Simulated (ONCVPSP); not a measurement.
Scattering properties, ONCV potential for Gd (Z = 64)

Gd (Z = 64), optimised norm-conserving Vanderbilt (ONCV), made with ONCVPSP 4.0.1 (PBEsol, scalar-relativistic). Core [Kr] 4d10, reference 4f7 5s2 5p6 5d1 6s1.5 6p0.5. Waves: 5s+6s: rc 2.25 bohr, ncon 4, nbas 8, qcut 6.4 1/bohr, 2 projectors; 5p+6p: rc 2.55 bohr, ncon 4, nbas 7, qcut 4.2 1/bohr, 2 projectors; 5d: rc 2.75 bohr, ncon 4, nbas 9, qcut 5.7 1/bohr, 2 projectors, debl 1.1 Ha; 4f: rc 1.10 bohr, ncon 4, nbas 8, qcut 17.1 1/bohr, 2 projectors, debl 1.9 Ha. Local part: polynomial inside 1.00 bohr (lpopt 4, dvloc0 1 Ha). Core correction: Teter function, fcfact 4.75, rcfact 1.05.

The phase is arctan(r·R′/R) of the radial function R(r), unwrapped; energies in Ha, scanned from -3 to 5 Ha. A pole is an energy at which the radial function vanishes at the test radius. The pseudo phase is shifted by a multiple of π to meet the all-electron one at the reference energy, and phase errors are pseudo minus all-electron; the curves can meet again beyond the range given. Levels narrower than the energy grid can be missing from the lists of poles.

**Question.** For each channel, where are the poles, and over which energies does the pseudopotential scatter like the atom?

**Answer.**

| channel | radius (bohr) | reference energy (Ha) | poles, all-electron | poles, pseudo | unbroken range about the reference energy with phases within 0.05 rad | phase error 1 Ha above the reference energy (rad) |
| --- | --- | --- | --- | --- | --- | --- |
| s | 2.29 | -0.17 | -1.68, 3.27 | -1.68, 3.27 | the whole range | +0.003 |
| p | 2.59 | -0.06 | -0.86, 2.80 | -0.86, 2.56, 3.95 | below 2.8 | -0.005 |
| d | 2.78 | -0.11 | 0.33, 3.42 | 0.33, 3.39 | below 4.6 | +0.000 |
| f | 1.11 | -0.35 | 0.98 | 0.98 | the whole range | +0.000 |

Note: ghosts flagged at negative energy: s at -2.53 eV; GHOST(+) flagged for p at 94.5 eV. A true bound ghost makes a file unfit for plane-wave use.

Phases in the d channel:

| E (Ha) | all-electron | pseudo |
| --- | --- | --- |
| -2.98 | 1.393 | 1.393 |
| -2.76 | 1.384 | 1.384 |
| -2.54 | 1.374 | 1.374 |
| -2.32 | 1.362 | 1.362 |
| -2.10 | 1.348 | 1.348 |
| -1.88 | 1.330 | 1.330 |
| -1.66 | 1.308 | 1.308 |
| -1.44 | 1.278 | 1.278 |
| -1.22 | 1.236 | 1.236 |
| -1.00 | 1.173 | 1.173 |
| -0.78 | 1.060 | 1.060 |
| -0.56 | 0.806 | 0.806 |
| -0.34 | 0.010 | 0.010 |
| -0.12 | -1.041 | -1.041 |
| 0.10 | -1.407 | -1.407 |
| 0.32 | -1.567 | -1.568 |
| 0.54 | -1.676 | -1.676 |
| 0.76 | -1.782 | -1.782 |
| 0.98 | -1.927 | -1.927 |
| 1.20 | -2.209 | -2.209 |
| 1.42 | -2.949 | -2.950 |
| 1.64 | -3.898 | -3.900 |
| 1.86 | -4.282 | -4.283 |
| 2.08 | -4.443 | -4.444 |
| 2.30 | -4.530 | -4.531 |
| 2.52 | -4.587 | -4.588 |
| 2.74 | -4.627 | -4.629 |
| 2.96 | -4.659 | -4.661 |
| 3.18 | -4.686 | -4.688 |
| 3.40 | -4.710 | -4.713 |
| 3.62 | -4.733 | -4.738 |
| 3.84 | -4.756 | -4.763 |
| 4.06 | -4.782 | -4.793 |
| 4.28 | -4.812 | -4.830 |
| 4.50 | -4.850 | -4.883 |
| 4.72 | -4.904 | -4.976 |
| 4.94 | -4.993 | -5.198 |
